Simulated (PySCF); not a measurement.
**Electronic structure of S+ (sulfur, charge +1) at the UHF level**

Configuration: [Ne] 3s2 3p3, high-spin 4S determinant. All numbers are calculated (PySCF 2.14, the non-relativistic Hamiltonian (point nucleus), in pcseg-2 (5s4p2d1f, 34 functions)).

| Item | Value |
| --- | --- |
| Total energy | -397.162375 hartree |
| One-electron energy | -543.1034 hartree |
| Hartree (Coulomb) energy | 170.7391 hartree |
| Exchange energy | -24.7980 hartree |
| Kinetic energy | 397.85591 hartree |
| ⟨S²⟩ | 3.7505 |
| ⟨L²⟩ | 0.000 |
| Sum of ⟨r⟩ | 12.77 bohr |
| Sum of ⟨r²⟩ | 20.89 bohr² |
| Density at the nucleus (Gaussians lack the cusp) | 2610 bohr⁻³ |
| Spin density at the nucleus | 0.374 bohr⁻³ |
| Langevin diamagnetic susceptibility | -16.5 ×10⁻⁶ cm³/mol |
| Time after the integrals | 0.07 s of wall time on 1 thread of Neoverse-V1 (shared host) |

```csv
shell,electrons,mean orbital energy (eV),"rms radius, mean of both spins (bohr)"
1s α,1,-2514.3,0.113
1s β,1,-2513.4,0.113
2s α,1,-256.65,0.519
2s β,1,-255.76,0.519
2p α,3,-193.81,0.492
2p β,3,-192.21,0.492
3s α,1,-38.405,1.79
3s β,1,-29.071,1.79
3p α,3,-23.459,2.04
```
